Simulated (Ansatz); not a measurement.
`F[Si]1(F)CS1` and `F[Si]1([GeH3])CS1` differ in one atom or group.

Ansatz, PBE0-D4/def2-TZVP geometries, multiplicity 1. 

Scalar relativity is left out up to krypton.

```
                                      property  `F[Si]1(F)CS1`
       HOMO–LUMO gap (ωB97M-V/def2-TZVPP) / eV           11.21
          HOMO–LUMO gap (PBE0/def2-TZVPP) / eV            7.02
             LUMO energy (PBE/def2-TZVPP) / eV           -1.64
             HOMO energy (PBE/def2-TZVPP) / eV           -6.42
size of the dipole moment (PBE/def2-TZVPP) / D            1.47
           HOMO–LUMO gap (PBE/def2-TZVPP) / eV            4.78
```

Problem. What does the change do to each property? (Best estimate.)

Solution. The calculation gave: 
```tsv
property	`F[Si]1([GeH3])CS1`	shift
HOMO–LUMO gap (ωB97M-V/def2-TZVPP) / eV	10.73	-0.48
HOMO–LUMO gap (PBE0/def2-TZVPP) / eV	6.77	-0.25
LUMO energy (PBE/def2-TZVPP) / eV	-1.28	0.36
HOMO energy (PBE/def2-TZVPP) / eV	-6.03	0.39
size of the dipole moment (PBE/def2-TZVPP) / D	1.78	0.31
HOMO–LUMO gap (PBE/def2-TZVPP) / eV	4.75	-0.03
```

With PBE0 the HOMO rises by 0.46 eV and the LUMO rises by 0.21 eV, so the gap narrows by about 0.25 eV. PBE moves the HOMO by 0.39 eV and ωB97M-V by 0.49 eV. Dipoles are sizes alone; their direction can turn.
